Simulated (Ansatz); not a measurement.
Ansatz (an electronic-structure program) input (RI-MP2/cc-pV(T+d)Z):
A basis named .json is the Basis Set Exchange file of that set.

Ansatz 0.2 input:
```yaml
crystal:
  periodic: [false, false, false]
  atoms:
    - {symbol: B, position_ang: [-0.25150922, 0.30562634, 0.69504904]}
    - {symbol: Cl, position_ang: [0.96936228, -0.35724626, -0.37706599]}
    - {symbol: N, position_ang: [-1.57414841, 0.48859415, 0.35558215]}
    - {symbol: H, position_ang: [-1.95522266, 0.25270792, -0.55166005]}
    - {symbol: H, position_ang: [-2.24735111, 0.87218775, 0.99746168]}
basis:
  gaussian:
    orbitals: cc-pV_T+d_Z.json
    fitting: {mean_field: def2-universal-jkfit, correlation: cc-pVTZ-RIFIT.json}
magnetization: {spin_polarized: true, initial_magnetization: 1}
correlation: {method: mp2, electrons: outside_noble_gas}
```

End of the output:

```
integrals: 0.05 GiB planned
316 factors; integrals over basis functions are off by at most 1.4e0 eV
344 factors; integrals over basis functions are off by at most 7.9e-1 eV
mean field: 0.24 GiB planned
mean field evaluation 1: about -14688.1884 eV, gradient 2.2e1 eV
mean field evaluation 2: about -14690.1835 eV, gradient 1.2e1 eV
mean field evaluation 4: about -14690.8761 eV, gradient 8.5e-1 eV
mean field evaluation 8: about -14690.8929 eV, gradient 1.2e-6 eV
mean field -14690.89288597 eV, -539.8803557146 hartree, gradient 1.2e-6 eV, S^2 0.756679; 0 other end points of the search recorded, 0 dependent functions left out
7 core orbitals not correlated
reference -14690.89288597 eV, -539.8803557146 hartree; 9, 8 occupied and 111, 112 virtual orbitals, 344 factors
second order -12.93418019 eV of doubles, -0.00000000 eV of singles
Total energy: -14703.82706616 eV, -540.3556780695 hartree
```

It need not be the lowest isomer of its formula.
